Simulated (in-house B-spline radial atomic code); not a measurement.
How numerical settings move a run on Ru, [Kr] 4d7 5s1. Computed with a B-spline radial code for spherical atoms: Dirac-Kohn-Sham BLYP, spherical fractional occupations, Fermi nucleus of rms radius 4.4809 fm.

Command:
```bash
python run_scf.py task.json out
```
Settings of the sound reference run:
```
Z                44
electrons        44
configuration    [Kr] 4d7 5s1
hamiltonian      dirac
method           b88,lyp
spin_polarised   False
nucleus          fermi
rms_radius       4.4809
mass_number      102
atomic_mass      101.9043
speed_of_light   137.036
knot_spacing     0.22
spline_order     8
gauss_points     12
box_radius       50
max_iterations   70
damping          0.5
damped_steps     3
diis_vectors     10
tolerance        1e-08
start            Thomas-Fermi
```

Time taken, with all properties: 1.5 s on 1 thread of Arm Neoverse V1, with other jobs on the host.

It converges in 10 iterations to -4532.019522 hartree, with 5s1/2 at -4.24155 eV. The other runs change the listed settings, some to values that make no sense; their results aren't properties of the atom or ion. Radii are in bohr (the nuclear one in fm), a minus after a letter asks for a j subshell, and «unchanged» means within 1e-8 hartree. The run stops when the residual is below 10 × tolerance × max(1, Z/10), or a noise floor if that is larger, and the energy moves by less than 1e-8 × √|E| hartree; so very loose and very tight tolerances often act alike.

```tsv
changed settings	outcome
knot_spacing = 0.15	converged in 10 iterations, energy -1.34e-06 hartree from the reference
knot_spacing = 0.55, gauss_points = 8, first_knot = 0.00682, max_iterations = 5	not converged after 5 iterations, last residual 2.9e-02, last energy +4.09e-01 hartree from the reference
knot_spacing = 0.1	converged in 10 iterations, energy -1.41e-06 hartree from the reference
knot_spacing = 0.4	converged in 10 iterations, energy +1.29e-03 hartree from the reference, 5s1/2 level +2.7e-06 eV
knot_spacing = 1	converged in 10 iterations, energy +1.41e+01 hartree from the reference, 5s1/2 level +5.1e-01 eV
gauss_points = 6, max_iterations = 100, start = bare nucleus	converged in 13 iterations, energy unchanged, 5s1/2 level +2.6e-06 eV
spline_order = 5	converged in 10 iterations, energy +6.88e-05 hartree from the reference, 5s1/2 level +6.3e-06 eV
spline_order = 3	converged in 10 iterations, energy +1.24e-01 hartree from the reference, 5s1/2 level +6.5e-03 eV
knot_spacing = 0.55	converged in 10 iterations, energy +1.82e-01 hartree from the reference, 5s1/2 level +1.3e-02 eV
knot_spacing = 2	converged in 9 iterations, energy +3.59e+02 hartree from the reference, 5s1/2 level +7.8e-01 eV (the program warns: 3p1/2 reaches the box edge; 3p3/2 reaches the box edge)
spline_order = 4	converged in 10 iterations, energy +2.12e-03 hartree from the reference, 5s1/2 level +1.5e-04 eV
knot_spacing = 1.4	converged in 10 iterations, energy +9.04e+01 hartree from the reference, 5s1/2 level +2.1e+00 eV
tolerance = 1e-13	converged in 10 iterations, energy unchanged
max_iterations = 12, damping = 0.8, damped_steps = 0, tolerance = 1e-06	converged in 9 iterations, energy unchanged, 5s1/2 level +3.8e-06 eV
electrons = 45, configuration = [Kr] 4d7 5s1 6p-1, max_iterations = 50	converged in 23 iterations to -4532.0178 hartree, a different physical problem (warning: 6p1/2 has a positive eigenvalue: unbound, held by the box)
electrons = 47, configuration = [Kr] 4d7 5s1 6s3, max_iterations = 100	stopped with error: shell 6s holds at most 2 electrons
```

**Question.** What happens with knot_spacing = 0.75?

**Answer.** Converged in 10 iterations, energy +9.11e+00 hartree from the reference, 5s1/2 level +1.7e-01 eV.

**Question.** What happens with spline_order = 6?

**Answer.** Converged in 10 iterations, energy +4.62e-06 hartree from the reference, 5s1/2 level -1.8e-06 eV.

**Question.** What happens with knot_spacing = 0.3?

**Answer.** Converged in 10 iterations, energy +3.32e-05 hartree from the reference, 5s1/2 level -3.7e-06 eV.

**Question.** What happens with method = r2scan?

**Answer.** Stopped with error: meta-GGAs are not served with the Dirac Hamiltonian.
